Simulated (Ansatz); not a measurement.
Mulliken charges of CH5ClOSi2, SMILES `O=C[SiH]([SiH3])Cl` from ωB97M-V/def2-TZVPP in Ansatz (PBE0-D4/def2-TZVP geometry).

| atom | x (Å) | y (Å) | z (Å) | charge (e) |
| --- | --- | --- | --- | --- |
| O1 | -1.248 | 1.100 | 1.880 | -0.248 |
| C2 | -0.129 | 1.224 | 1.454 | 0.033 |
| Si3 | 0.255 | 0.746 | -0.373 | 0.310 |
| Si4 | -0.228 | -1.517 | -0.723 | 0.041 |
| Cl5 | 2.257 | 1.106 | -0.722 | -0.209 |
| H6 | 0.688 | 1.605 | 2.111 | 0.084 |
| H7 | -0.543 | 1.648 | -1.240 | -0.006 |
| H8 | 0.123 | -1.880 | -2.120 | -0.004 |
| H9 | -1.674 | -1.755 | -0.485 | 0.002 |
| H10 | 0.581 | -2.328 | 0.222 | -0.004 |

Q: By hand: the dipole of these point charges (1 e Å = 4.8032 D).

A: Σ q r = (-0.042, -0.156, -0.221) e Å, of length 0.274 e Å = 1.32 D.

Q: How does the dipole of the full density compare? (An estimate is asked.)

A: The calculation gave: (0.137, -0.102, -0.160) e Å, 1.12 D; the point charges give 1.18 times that, at 45° from its direction.

Point charges leave out the atoms' own dipoles, such as those of lone pairs, and Mulliken's split depends on the basis, so the two needn't agree.
